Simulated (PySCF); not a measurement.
# Computed beside measured shifts

System: Me2PhSi(SeBu) (C12H20SeSi), SMILES CCCC[Se][Si](C)(C)c1ccccc1.

Atom-mapped SMILES (hydrogens are numbered by the atom that bears them): [CH3:1][CH2:2][CH2:3][CH2:4][Se:5][Si:6]([CH3:7])([CH3:8])[c:9]1[cH:10][cH:11][cH:12][cH:13][cH:14]1

Level of theory: GIAO PBE0/pcSseg-2, gas phase, PySCF SCF with an in-house response code, fitting set def2-universal-JFIT up to Ne and JKFIT beyond, grid level 2, non-relativistic, geometry: PBE0-D3(BJ)/def2-SVP.

One optimised conformer. Values are averaged over the atoms that symmetry or fast rotation interchanges, on this one geometry and without vibrational averaging. Shifts are the reference shielding less the shielding here, at the same level (13C, 1H, 29Si against isolated TMS; 77Se against isolated Me2Se); nuclei without a reference have shieldings only.

Spin-orbit coupling is left out, which matters for the heavier atoms here.

**Question.** What shifts does this level give for Si6, Se5, and how do they compare with measurement?

**Answer.** 
```json
{"atom": "Si6", "nucleus": "29Si", "computed / ppm": "16.4", "measured / ppm": "6.2", "computed less measured": "10.2", "measured against": "TMS", "medium of the measurement": "solution"}
{"atom": "Se5", "nucleus": "77Se", "computed / ppm": "-141.9", "measured / ppm": "-116", "computed less measured": "-25.9", "measured against": "Me2Se", "medium of the measurement": "solution"}
```

Measured values: U. Herzog, Habilitationsschrift, TU Bergakademie Freiberg, 2002/2003.
